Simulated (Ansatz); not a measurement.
Relaxation of CH$_{4}$AlBSi (8 atoms, charge 0, multiplicity 1), to a largest force component of 0.02 eV/Å in at most 50 steps.

Theory: RKS LDA/6-31G in Ansatz.

```xyz
8
Properties=species:S:1:pos:R:3:forces:R:3
B -0.491 2.060 -0.312 -0.31 -0.56 0.61
Si 0.188 0.320 -0.028 1.87 0.00 -0.06
C 1.155 -1.060 0.799 -0.39 2.40 2.25
Al -0.019 -2.083 -0.348 -1.41 -2.39 -1.73
H -1.660 2.219 -0.342 -0.67 0.05 0.35
H 0.180 2.919 -0.759 0.72 0.16 -0.50
H 1.445 -0.965 1.851 -0.34 0.79 0.59
H 1.917 -1.818 0.617 0.53 -0.46 -1.52
```

Question: Where does it end, and by what steps?

Answer: The forces met the threshold. Limits of this set-up: no polarisation functions. After 20 steps the energy has fallen by 1.229 eV; H5 moved furthest, 0.64 Å. Parted: C3–Al4.

```tsv
step	energy less start (eV)	largest force component (eV/Å)	accepted
0	0.0000	2.400	yes
1	-0.8395	1.566	yes
2	-1.1190	0.414	yes
3	-1.1577	0.302	yes
4	-1.1878	0.584	yes
5	-1.2043	0.319	yes
6	-1.2139	0.107	yes
7	-1.2181	0.110	yes
8	-1.2202	0.102	yes
9	-1.2231	0.108	yes
10	-1.2251	0.101	yes
11	-1.2106	0.197	no
12	-1.2274	0.068	yes
13	-1.2277	0.096	yes
14	-1.2274	0.116	no
15	-1.2283	0.056	yes
16	-1.2285	0.080	yes
17	-1.2290	0.047	yes
18	-1.2291	0.028	yes
19	-1.2290	0.024	no
20	-1.2292	0.015	yes
```

```xyz
8
Properties=species:S:1:pos:R:3
B -0.376 1.926 -0.268
Si 0.371 0.145 -0.402
C 1.086 -0.827 0.918
Al 0.110 -2.313 -0.846
H -1.458 2.075 0.250
H 0.115 2.840 -0.885
H 1.305 -0.425 1.918
H 1.562 -1.830 0.792
```

Whether the end is a true minimum wasn't checked by a vibrational analysis.

Time of the run: 49 s on 1 thread of Arm Neoverse V1 (shared host), peak memory 0.15 GiB.
